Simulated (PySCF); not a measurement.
## Atomic charges against the basis set

Compound: CH2B2F4O.
Atom-mapped SMILES: `[F:1][CH2:2][O:3][B:4]([F:5])[B:6]([F:7])[F:8]` (hydrogens: H9, H10 on C2)

PBE0 throughout (PySCF), one geometry, spherical d and f functions. Isolated species at its PBE0-D3(BJ)/def2-SVP geometry (one conformer only). Atoms taken as equivalent share a column and are averaged. The first 7 of 8 kinds of atom are listed.

Mulliken charges (e):

| basis | functions | F1 | C2 | O3 | B4 | F5 | B6 | F7/F8 |
| --- | --- | --- | --- | --- | --- | --- | --- | --- |
| STO-3G | 42 | -0.095 | +0.075 | -0.264 | +0.241 | -0.120 | +0.236 | -0.130 |
| 6-31G | 76 | -0.313 | +0.227 | -0.523 | +0.511 | -0.296 | +0.582 | -0.298 |
| pcSseg-0 | 76 | -0.355 | +0.284 | -0.672 | +0.550 | -0.317 | +0.633 | -0.312 |
| 6-31G* | 116 | -0.314 | +0.241 | -0.400 | +0.380 | -0.258 | +0.508 | -0.259 |
| cc-pVDZ | 122 | -0.216 | +0.329 | -0.166 | +0.042 | -0.093 | +0.177 | -0.099 |
| def2-SVP | 122 | -0.255 | +0.409 | -0.230 | +0.082 | -0.108 | +0.202 | -0.107 |
| aug-cc-pVDZ | 202 | -0.410 | +1.216 | -0.472 | +0.507 | -0.513 | +0.957 | -0.411 |
| 6-311+G(2d,p) | 228 | -0.275 | +0.122 | -0.629 | +0.743 | -0.317 | +0.598 | -0.285 |
| def2-TZVP | 260 | -0.199 | +0.150 | -0.221 | +0.283 | -0.224 | +0.407 | -0.221 |
| cc-pVTZ | 268 | -0.198 | +0.232 | -0.156 | +0.188 | -0.194 | +0.336 | -0.183 |
| IGLO-III | 300 | -0.248 | +0.132 | -0.355 | +0.537 | -0.346 | +0.700 | -0.347 |
| pcSseg-2 | 316 | -0.284 | +0.454 | -0.430 | +0.534 | -0.331 | +0.608 | -0.322 |

IAO charges (e):

```tsv
basis	functions	F1	C2	O3	B4	F5	B6	F7/F8
STO-3G	42	-0.127	+0.042	-0.253	+0.256	-0.154	+0.299	-0.162
6-31G	76	-0.273	+0.173	-0.351	+0.429	-0.290	+0.543	-0.290
pcSseg-0	76	-0.272	+0.190	-0.345	+0.407	-0.278	+0.523	-0.280
6-31G*	116	-0.284	+0.234	-0.379	+0.462	-0.304	+0.577	-0.305
cc-pVDZ	122	-0.284	+0.232	-0.368	+0.449	-0.302	+0.565	-0.301
def2-SVP	122	-0.285	+0.237	-0.365	+0.445	-0.300	+0.564	-0.300
aug-cc-pVDZ	202	-0.295	+0.232	-0.373	+0.462	-0.311	+0.580	-0.309
6-311+G(2d,p)	228	-0.296	+0.231	-0.377	+0.467	-0.313	+0.586	-0.311
def2-TZVP	260	-0.296	+0.237	-0.380	+0.471	-0.315	+0.591	-0.314
cc-pVTZ	268	-0.294	+0.236	-0.379	+0.470	-0.314	+0.589	-0.313
IGLO-III	300	-0.296	+0.233	-0.379	+0.471	-0.315	+0.590	-0.314
pcSseg-2	316	-0.296	+0.236	-0.380	+0.471	-0.315	+0.591	-0.314
```

Problem. Which scheme is steadiest as the basis changes?

Solution. Largest range over the bases for any column: IAO 0.29 e, Mulliken 1.14 e. IAO charges move least and Mulliken charges most, counted in e. Without the minimal STO-3G basis the ranges are IAO 0.07, Mulliken 1.09 e.

Problem. How much do the charges still move between the two largest bases, IGLO-III and pcSseg-2?

Solution. At most, over all atoms: Mulliken 0.322 e, IAO 0.003 e.

Problem. What do the same runs give for the total energy, the frontier levels and the dipole moment?

Solution. 
```csv
basis,energy (Eh),HOMO (eV),LUMO (eV),μ (D)
STO-3G,-555.4024,-4.38,4.11,1.59
6-31G,-563.0866,-9.28,-0.36,3.06
pcSseg-0,-561.9651,-9.34,-0.34,3.23
6-31G*,-563.2300,-8.82,0.20,2.59
cc-pVDZ,-563.2698,-9.01,-0.05,2.75
def2-SVP,-562.8187,-9.11,-0.13,2.75
aug-cc-pVDZ,-563.3095,-9.31,-0.46,2.76
"6-311+G(2d,p)",-563.4323,-9.36,-0.48,2.79
def2-TZVP,-563.4906,-9.26,-0.33,2.73
cc-pVTZ,-563.4621,-9.21,-0.25,2.73
IGLO-III,-563.4998,-9.30,-0.40,2.76
pcSseg-2,-563.4868,-9.31,-0.40,2.77
```

The dipole is fixed by the density alone, so its range of 1.64 D shows that the density itself changes with the basis, not only its division among atoms.
